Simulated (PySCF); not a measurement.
## BeH₂: fields on a plane

All numbers come from PySCF, PBE0, basis Be def2-TZVP, H def2-TZVP (no relativity, density fitting).

The singlet minimum has Be–H 1.339 Å (×2); H–Be–H 180.0°.

The plane holds Be1 at (0.00, 0.00), H2 at (1.34, 0.00), H3 at (-1.34, 0.00) Å. Columns run from x = -3.45 to 3.75 Å, rows from y = 2.25 (top) to -1.95 Å, in steps of 0.3 Å. Other isomers or separated fragments may lie lower.

Problem. Give the electrostatic potential (V) (cut at 20 V). Lower edges of the bins (V): '0' -0.47, '1' -0.35, '2' -0.16, '3' 0.15, '4' 0.63, '5' 1.39, '6' 2.60, '7' 4.52, '8' 7.56, '9' 12.37; top 20.0.

Solution. 
```
2222222233344333222222222
2211122233444433222111222
1111111234455443211111112
1110001234566543210001111
1100001245777754210000111
1000023456899865432000011
1000246878999987864200011
1000369999999999996300011
1000369999999999996300011
1000246878999987864200011
1000023456899865432000011
1100001245777754210000111
1110001234566543210001111
1111111234455443211111112
2211122233444433222111222
```

Problem. Give the electron density (e/Å³) (cut at 5 e/Å³). Lower edges of the bins (e/Å³): '0' 0.000, '1' 0.030, '2' 0.076, '3' 0.151, '4' 0.268, '5' 0.455, '6' 0.750, '7' 1.218, '8' 1.960, '9' 3.136; top 5.00.

Solution. 
```
0000000000000000000000000
0000000000000000000000000
0000000000000000000000000
0000000011000011000000000
0000001122111122110000000
0000012333322333321000000
0000124554444445542100000
0000135765599556753100000
0000135765599556753100000
0000124554444445542100000
0000012333322333321000000
0000001122111122110000000
0000000011000011000000000
0000000000000000000000000
0000000000000000000000000
```
